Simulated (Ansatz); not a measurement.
Geometry optimisation, RKS B3LYP-D4/def2-SVP in Ansatz.

Input file:

```yaml
crystal:
  periodic: [false, false, false]
  atoms:
    - { symbol: B, position_ang: [-0.024665, 0.476508, -0.975132] }
    - { symbol: "N", position_ang: [1.260986, -0.064496, -0.499247] }
    - { symbol: F, position_ang: [-0.971693, -0.351968, -1.393574] }
    - { symbol: F, position_ang: [-0.232187, 1.782056, -1.032481] }
    - { symbol: H, position_ang: [-0.109473, -0.155828, 1.373258] }
    - { symbol: Se, position_ang: [-1.455383, 0.000915, 2.009836] }
    - { symbol: H, position_ang: [2.03015, 0.535956, -0.230621] }
    - { symbol: H, position_ang: [1.474767, -1.053847, -0.52796] }
    - { symbol: H, position_ang: [-1.972401, -1.169297, 1.275921] }
basis:
  gaussian: { orbitals: def2-SVP }
hamiltonian:
  xc: b3lyp
  dispersion: d4
relax:
  f_tol: 0.03
  max_steps: 50
```

Command:

```bash
$ ansatz run input.yaml --threads 2 --pin off --max-ram 3072MiB --backend cpu --events-out ev --progress --plain --runs-dir out
```

Question: Where does it end, and by what steps?

Answer: The run converged. The force dipped under the threshold on the way, but the program's further checks kept it going. After 12 steps the energy has fallen by 0.141 eV; Se6 moved furthest, 0.45 Å.

```
step  energy less start (eV)  largest force component (eV/Å)  accepted
   0                  0.0000                           2.086       yes
   1                 -0.0986                           0.956       yes
   2                 -0.1240                           0.364       yes
   3                 -0.1261                           0.113       yes
   4                 -0.1271                           0.085       yes
   5                 -0.1295                           0.090       yes
   6                 -0.1309                           0.164       yes
   7                 -0.1331                           0.124       yes
   8                 -0.1362                           0.140       yes
   9                 -0.1364                           0.305       yes
  10                 -0.1404                           0.026       yes
  11                 -0.1405                           0.051       yes
  12                 -0.1408                           0.008       yes
```

```xyz
9
Properties=species:S:1:pos:R:3
B 0.022 0.452 -1.059
N 1.238 -0.017 -0.550
F -0.964 -0.394 -1.360
F -0.193 1.750 -1.253
H -0.108 -0.209 1.678
Se -1.443 -0.347 2.291
H 2.009 0.600 -0.329
H 1.432 -1.003 -0.431
H -1.994 -0.834 1.013
```

Time of the run: 24 s on 2 threads of Intel(R) Xeon(R) 6975P-C (Granite Rapids) (shared host), peak memory 0.27 GiB.
